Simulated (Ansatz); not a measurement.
`B[CH](F)[GeH3]` + `CO[SiH2]N` → `BN[SiH2]OC` + `F[CH2][GeH3]`  (ligand exchange at a B–C bond)

Isolated molecules relaxed with PBE0-D4/def2-TZVP in Ansatz; ΔE leaves out vibrations. CCSD(T)/CBS adds triple-zeta CCSD(T) − MP2 to the extrapolated MP2 energy (def2 sets, frozen cores). This one scheme is used for every species. Functionals use def2-TZVPP. For Ge outer-core shells are correlated without core-valence functions, which leaves a few kJ/mol of doubt a bond. Scalar relativity is left out up to krypton. Each species was taken in one conformer, which may not be the lowest.

`B[CH](F)[GeH3]`:

Z-matrix (Å, degrees):
```
Ge
C 1 2.060
B 1 2.587 2 35.6
H 1 1.536 2 112.7 3 26.8
H 1 1.531 2 103.4 3 145.5
H 1 1.533 2 108.7 3 -95.2
F 2 1.379 1 108.3 3 -122.0
H 2 1.092 1 102.6 3 122.4
H 3 1.193 1 115.1 2 111.5
H 3 1.198 1 94.3 2 -120.9
```

`CO[SiH2]N`:

Z-matrix (Å, degrees):
```
C
O 1 1.406
H 1 1.096 2 111.5
H 1 1.097 2 111.6 3 121.4
H 1 1.092 2 108.5 3 -119.3
Si 2 1.645 1 122.7 3 -65.4
N 6 1.706 2 116.5 1 62.3
H 6 1.489 2 109.1 1 -56.3
H 6 1.479 2 103.1 1 -177.3
H 7 1.005 6 122.3 2 -93.4
H 7 1.006 6 123.2 2 68.6
```

`BN[SiH2]OC`:

```xyz
13

B     0.894    0.829   -2.420
N    -0.040    0.133   -1.644
Si   -0.411    0.429    0.020
O     0.157   -0.830    0.901
C    -0.181   -1.046    2.251
H     1.065    0.519   -3.564
H     1.503    1.732   -1.921
H    -0.531   -0.630   -2.092
H     0.228    1.712    0.398
H    -1.886    0.501    0.218
H     0.321   -0.326    2.907
H     0.143   -2.050    2.530
H    -1.262   -0.973    2.416
```

`F[CH2][GeH3]`:

Cartesian coordinates in Å:
```
F -1.708 -0.041 0.971
C -0.538 0.611 0.616
Ge 0.545 -0.529 -0.579
H 0.015 0.847 1.530
H -0.803 1.549 0.119
H -0.250 -0.842 -1.854
H 1.828 0.238 -0.945
H 0.911 -1.833 0.143
```

Q: Is it downhill or uphill in electronic energy at CCSD(T)/CBS, and by how much? (An estimate is asked.)

A: The calculation gave: Downhill: ΔE = -1.15 eV.

Q: What do these levels give: PBE0-D4, ωB97X-V, ωB97M-V, B2PLYP, PBE, HF/def2-TZVPP, MP2/def2-TZVPP, HF/def2-QZVPP, MP2/def2-QZVPP, SCS-MP2/def2-QZVPP, HF/CBS(def2), MP2/CBS(def2)? (Estimate.)

A: Computed: PBE0-D4 -1.08, ωB97X-V -1.15, ωB97M-V -1.12, B2PLYP -1.18, PBE -1.04, HF/def2-TZVPP -1.36, MP2/def2-TZVPP -1.16, HF/def2-QZVPP -1.37, MP2/def2-QZVPP -1.15, SCS-MP2/def2-QZVPP -1.21, HF/CBS(def2) -1.37, MP2/CBS(def2) -1.14 eV.

Largest T1 diagnostic among the species: 0.012.

From PBE to PBE0 (25 % exact exchange), in def2-TZVPP and without D4, ΔE moves by −0.05 eV. In def2-TZVPP, CCSD(T) changes the Hartree–Fock value by +0.19 eV (the triples alone add +0.03 eV) and MP2 by +0.20 eV.
